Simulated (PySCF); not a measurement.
Ligands exchanged one at a time, B OH-NH2. Isolated molecules, 0 K electronic values unless said otherwise. One relaxed conformer stands for each flexible species; it need not be the lowest. Strings in code marks are SMILES.

The numbers are results of PySCF 2.14.0 with TPSSh-D3(BJ)/def2-TZVP // CAM-B3LYP-D3(BJ)/def2-TZVP, not measurements. Delta-SCF ions had no search for a lower state. Excitations are Tamm–Dancoff values on a coarser integration grid. The basis has no diffuse functions, so Rydberg states are missing or too high.

| species | vertical ionisation energy (Delta-SCF) (eV) | S1–T1 gap (TDA) (eV) | HOMO (eV) | S1 excitation (TDA) (eV) | HOMO–LUMO gap (eV) |
|---|---|---|---|---|---|
| 0 of 3 OH replaced by NH2 | 11.49 | ? | -8.19 | ? | 8.06 |
| 1 of 3 OH replaced by NH2 (`NB(O)O` (O–B–O–H torsion 0°, O–B–O–H torsion 180°)) | 9.87 | ? | -6.73 | 6.50 | 7.04 |
| 2 of 3 OH replaced by NH2 (`NB(N)O` (N–B–O–H torsion 180°)) | 8.91 | ? | -5.98 | 5.93 | 6.44 |
| 3 of 3 OH replaced by NH2 (`NB(N)N`) | – | 0.21 | -5.70 | 5.84 | 6.34 |

Q: Some entries are withheld; supply them.

A: 
- 0 of 3 OH replaced by NH2, S1–T1 gap (TDA) (eV): 0.18
- 0 of 3 OH replaced by NH2, S1 excitation (TDA) (eV): 7.54
- 1 of 3 OH replaced by NH2 (`NB(O)O` (O–B–O–H torsion 0°, O–B–O–H torsion 180°)), S1–T1 gap (TDA) (eV): 0.23
- 2 of 3 OH replaced by NH2 (`NB(N)O` (N–B–O–H torsion 180°)), S1–T1 gap (TDA) (eV): 0.20
